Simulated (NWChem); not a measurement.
# Si$_{2}$H$_{3}$, doublet; SMILES [SiH][SiH2]

Results from NWChem. Spin-unrestricted. No stability test was run on the SCF state. Each level has its own optimisation; frequencies are unscaled. Brackets give each atom's bonded neighbours.

```json
[
 {"level": "BLYP/def2-SVP", "r Si–Si (Å)": "2.309", "r H–Si [H(Si)–Si(HSi)] (Å)": "1.543", "highest harmonic frequency (cm⁻¹)": "2136", "lowest (cm⁻¹)": "221", "zero-point energy (kcal/mol)": "13.1"},
 {"level": "CAM-B3LYP/def2-SVP", "r Si–Si (Å)": "2.284", "r H–Si [H(Si)–Si(HSi)] (Å)": "1.527", "highest harmonic frequency (cm⁻¹)": "2246", "lowest (cm⁻¹)": "358", "zero-point energy (kcal/mol)": "14.2"},
 {"level": "PBE-D3(BJ)/def2-SVP", "r Si–Si (Å)": "2.285", "r H–Si [H(Si)–Si(HSi)] (Å)": "1.543", "highest harmonic frequency (cm⁻¹)": "2147", "lowest (cm⁻¹)": "235", "zero-point energy (kcal/mol)": "13.2"}
]
```
